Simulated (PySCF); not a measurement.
# What a mistake does to a calculation on AlH8NSi2

Calculated results; nothing here was measured. They come from PySCF 2.14.0, an open-source quantum chemistry program, on an isolated molecule that a program drew, which may never have been made. The molecule is AlH8NSi2 (charge 0, singlet), drawn as the SMILES string `[AlH2][NH][SiH2][SiH3]`.

Each row is a Hartree-Fock (HF) and frozen-core CCSD(T) single point in the cc-pV(D+d)Z basis, meant for a local HF minimum. Run 1 is clean. Each other run has one planted mistake out of seven kinds, and not every kind appears here: one electron removed, one electron added, multiplicity raised by two, geometry at a saddle point, minimal basis STO-3G, one bond length entered in bohr, all coordinates scaled. The reference is restricted for singlets and unrestricted otherwise, and also for a bond in bohr. Adding or removing an electron swaps singlet and doublet. Electrons count all cores. HOMO and LUMO are orbital energies over both spins, the gradient is its largest component, and the lowest frequency (negative if imaginary) is given only where the gradient is small. Bond lengths are over the 11 bonds as drawn. T1 is the CCSD diagnostic: over 0.02 (restricted) or 0.045 (unrestricted) a single reference is doubtful.

Geometry of the clean run:
```xyz
12
AlH8NSi2, angstrom
Al   -2.7220    2.0469   -0.0186
N    -1.7466    1.1910    1.2087
Si   -1.3137   -0.4839    1.3838
Si    1.0354   -0.7740    1.4723
H    -3.3406    1.2246   -1.2104
H    -2.9120    3.6037    0.1521
H    -1.3819    1.7748    1.9461
H    -1.9014   -1.0832    2.6118
H    -1.8612   -1.2154    0.2164
H     1.6122    0.0354    2.5777
H     1.3944   -2.1963    1.7014
H     1.6636   -0.3282    0.2026
```

| run | electrons | basis functions | <S^2> | HOMO (eV) | LUMO (eV) | gradient (hartree/bohr) | lowest frequency (cm^-1) | mean bond (Å) | longest bond (Å) | T1 | HF (hartree) | CCSD(T) (hartree) | mistake |
|---|---|---|---|---|---|---|---|---|---|---|---|---|---|
| 1 | 56 | 123 | 0.000 | -10.01 | 1.75 | 1.9e-05 | 48 | 1.5891 | 2.369 | 0.0136 | -878.94740 | -879.47033 | no fault |
| 2 | 56 | 40 | 0.000 | -6.81 | 9.57 | 4.4e-02 | - | 1.5891 | 2.369 | 0.0136 | -868.66524 | -868.88481 | minimal basis STO-3G |
| 3 | 56 | 123 | 0.000 | -9.71 | 1.50 | 4.6e-02 | - | 1.7274 | 2.575 | 0.0162 | -878.88023 | -879.41642 | all coordinates scaled |
| 4 | 55 | 123 | 0.770 | -15.71 | -6.70 | 6.7e-02 | - | 1.5891 | 2.369 | 0.0553 | -878.63893 | -879.13417 | ? |
| 5 | 57 | 123 | 0.766 | 0.81 | 6.82 | 3.9e-02 | - | 1.5891 | 2.369 | 0.0151 | -878.89969 | -879.43725 | ? |

**Which mistake was planted in run 4, and what did it cost?**

It counts 55 electrons, one fewer than the clean run, at the same geometry and basis. So the mistake is: one electron removed. Subtracting run 1 and multiplying by 627.51 kcal/mol a hartree, the energy moved by 193.6 kcal/mol in HF and 210.9 kcal/mol in CCSD(T).

**Which mistake was planted in run 5, and what did it cost?**

It counts 57 electrons, one more than the clean run, at the same geometry and basis. So the mistake is: one electron added. Subtracting run 1 and multiplying by 627.51 kcal/mol a hartree, the energy moved by 29.9 kcal/mol in HF and 20.8 kcal/mol in CCSD(T).

Cautions from the logs. Run 4: T1 is over the limit, so its CCSD(T) energy is less reliable; run 5: the HOMO is above zero, so the electron isn't bound and the energy depends on the basis.
